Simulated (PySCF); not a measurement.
Cd(Me)2 cation (C2H6Cd), SMILES [CH3][Cd][CH3] (connectivity only; charge and spin as stated), charge +1, multiplicity 2.

Coordinates come from a r2SCAN-D4/def2-SVP optimisation. The spin state was assumed, not searched. The isomer is the one that the SMILES or the coordinates give; other isomers of the formula were not compared. The def2 effective core potentials stand for the cores of Cd; spin–orbit coupling is left out.

These are M06-2X/def2-TZVPD in PySCF values and carry that method's errors.

Isolated molecule, no solvent.

Problem. Estimate the frontier levels, dipole moment and polarisability. (Estimate from the structure and the level; the computed values follow.)

Solution. 
The α spin, highest occupied and lowest empty level comes out as -14.22 and -5.21 eV. The β spin, highest occupied and lowest empty level is -13.84 and -9.27 eV, the dipole moment about the centre of nuclear charge is 0.000 e·Å and the mean static polarisability comes out as 94.9 bohr³ (14.06 Å³). The polarisability, principal values is 40.3, 40.3, 204.1 bohr³ and the ⟨S²⟩ is 0.790 (pure state 0.75).
